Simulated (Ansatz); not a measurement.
## Molecular dynamics of AlFH3NO

Input file:

```yaml
crystal:
  periodic: [false, false, false]
  atoms:
    - { symbol: Al, position_ang: [0.010657, -0.062602, 0.03504] }
    - { symbol: "N", position_ang: [-0.010439, -0.035532, 1.813664] }
    - { symbol: H, position_ang: [-0.825852, -0.180494, 2.405252] }
    - { symbol: H, position_ang: [0.817253, 0.14331, 2.379996] }
    - { symbol: F, position_ang: [1.449541, 0.229991, -0.747565] }
    - { symbol: O, position_ang: [-1.36023, -0.373553, -0.957232] }
    - { symbol: H, position_ang: [-2.21013, -0.567819, -0.525655] }
basis:
  gaussian: { orbitals: "6-31G*" }
hamiltonian:
  xc: pbe
  dispersion: d4
md:
  timestep: 3.0
  n_steps: 40
  ensemble: nve
  temperature: 3000.0
  initial_velocities: maxwell_boltzmann
  seed: 735615
```

Run as:

```bash
$ ansatz run input.yaml --threads 1 --pin off --max-ram 2048MiB --backend cpu --events-out ev --progress --plain --runs-dir out
```

It starts from a relaxed structure.

Output, in part (step lines, the closing report, with atoms numbered from 0):

```
md step     0: t =     0.00 fs  T =  3000.0 K  F+E_penalty+E_count = -12892.90669335 eV  E_kin = 1.938900 eV  conserved = -12890.96779336 eV  (26 SCF iters)
[... lines left out ...]
Total energy: -12867.21619816 eV, -472.8614735700 hartree
Atom 0 at     0.509371     0.444986    -2.520981 Å, force     0.968921    -3.791369     2.453399 eV/Å
Atom 1 at    -3.522481     0.324234    -0.963180 Å, force     0.980689    -0.450386    -0.368677 eV/Å
Atom 2 at    12.037471    41.381344   113.662169 Å, force     0.000000     0.000000    -0.000000 eV/Å
Atom 3 at     5.671633   -38.516518    25.483098 Å, force    -0.000000    -0.000000    -0.000000 eV/Å
Atom 4 at     2.338891    -0.030520    -1.928257 Å, force    -3.582242     1.172354    -1.284214 eV/Å
Atom 5 at    -1.008988    -0.954400    -1.940353 Å, force     1.632622     3.069391    -0.800485 eV/Å
Atom 6 at    -6.811433    -7.926654     9.976296 Å, force     0.000011     0.000011    -0.000023 eV/Å
Dipole moment:     0.095337     0.580054    -0.164863 e Å
```

The steps, from the saved trajectory:

| time (fs) | T (K) | potential energy less start (eV) | conserved less start (meV/atom) |
| --- | --- | --- | --- |
| 0 | 3000 | 0.000 | 0.00 |
| 3 | 4384 | 1.111 | 286.48 |
| 6 | 7482 | 5.603 | 1214.23 |
| 9 | 4769 | 7.151 | 1184.93 |
| 12 | 6706 | 8.513 | 1558.36 |
| 15 | 19805 | 12.355 | 3316.68 |
| 18 | 16553 | 14.544 | 3329.03 |
| 21 | 16998 | 14.054 | 3300.06 |
| 24 | 43071 | 19.134 | 6433.09 |
| 27 | 147035 | 21.406 | 16356.54 |
| 30 | 144175 | 23.587 | 16404.05 |
| 33 | 145490 | 22.425 | 16359.52 |
| 36 | 147632 | 21.069 | 16363.46 |
| 39 | 148594 | 20.490 | 16369.57 |
| 42 | 149068 | 20.188 | 16370.20 |
| 45 | 148974 | 20.243 | 16369.42 |
| 48 | 148127 | 20.812 | 16372.47 |
| 51 | 146805 | 21.690 | 16375.89 |
| 54 | 145460 | 22.572 | 16377.69 |
| 57 | 144377 | 23.277 | 16378.33 |
| 60 | 143666 | 23.737 | 16378.48 |
| 63 | 143357 | 23.937 | 16378.51 |
| 66 | 143453 | 23.875 | 16378.53 |
| 69 | 143957 | 23.549 | 16378.54 |
| 72 | 144870 | 22.958 | 16378.36 |
| 75 | 146159 | 22.118 | 16377.42 |
| 78 | 147832 | 21.065 | 16381.42 |
| 81 | 150148 | 19.526 | 16375.44 |
| 84 | 151407 | 18.262 | 16311.08 |
| 87 | 147392 | 22.982 | 16614.73 |
| 90 | 152274 | 19.228 | 16529.20 |
| 93 | 149552 | 21.352 | 16581.18 |
| 96 | 148079 | 22.236 | 16571.51 |
| 99 | 147778 | 22.420 | 16570.04 |
| 102 | 147817 | 22.351 | 16563.74 |
| 105 | 147421 | 22.606 | 16563.57 |
| 108 | 146352 | 23.326 | 16567.79 |
| 111 | 145068 | 24.174 | 16570.35 |
| 114 | 143953 | 24.901 | 16571.24 |
| 117 | 143162 | 25.413 | 16571.42 |
| 120 | 142732 | 25.691 | 16571.37 |

The run went to its last step. The conserved energy changed by up to 17000 meV per atom, so the integration failed: the time step of 3 fs is too long for the fastest motions that this run met, and the later frames carry no physical meaning.

Parted: Al1–N2 1.78 → 4.32 Å, N2–H3 1.02 → 122.75 Å, N2–H4 1.02 → 47.88 Å, O6–H7 0.97 → 14.98 Å. It ends as AlFO + H + H + H + N. Pairs count as bonded within 1.25 times the sum of covalent radii (0.12 Å more for H–H).

Last frame:

```xyz
7
Properties=species:S:1:pos:R:3
Al 0.509 0.445 -2.521
N -3.522 0.324 -0.963
H 12.037 41.381 113.662
H 5.672 -38.517 25.483
F 2.339 -0.030 -1.928
O -1.009 -0.954 -1.940
H -6.811 -7.927 9.976
```

Run time: 11 min on 1 thread of Arm Neoverse V2, with other jobs on the host, peak memory 0.13 GiB.
